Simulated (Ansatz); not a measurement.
Gas-phase electronic energies from Ansatz, PBE0-D4/def2-TZVP geometries. CBS: MP2 limit from def2 TZ/QZ plus the TZ coupled-cluster correction, frozen cores. Functionals use def2-TZVPP. B3LYP here is the variant with VWN-RPA as its local correlation; programs differ in this. Elements past krypton have def2 core potentials. For Te outer-core shells are correlated without core-valence functions, which leaves a few kJ/mol of doubt a bond. One conformer a species, not always the lowest.

Consider the substitution at a C–C bond: `O=CC([SiH3])=S` + `[SiH3][TeH]` → `O=C[Te][SiH3]` + `[SiH3]C=S`.

```csv
level,ΔE (kJ/mol),difference from CCSD(T)/CBS
PBE-D4,-4.0,-14.2
PBE0-D4,8.6,-1.6
B3LYP-D4,5.5,-4.7
ωB97X-V,17.8,7.6
B2PLYP,7.3,-2.9
MP2/def2-TZVPP,14.0,3.8
HF/def2-QZVPP,28.7,18.5
SCS-MP2/def2-QZVPP,13.4,3.2
MP2/CBS(def2),8.9,-1.3
CCSD/CBS(def2),14.3,4.1
CCSD(T)/CBS,10.2,0
```

Largest T1 diagnostic among the species: 0.016.

In def2-TZVPP, CCSD(T) changes the Hartree–Fock value by −14.4 kJ/mol (the triples alone add −4.1 kJ/mol) and MP2 by −15.7 kJ/mol. From PBE to PBE0 (25 % exact exchange), in def2-TZVPP and without D4, ΔE moves by +12.8 kJ/mol.
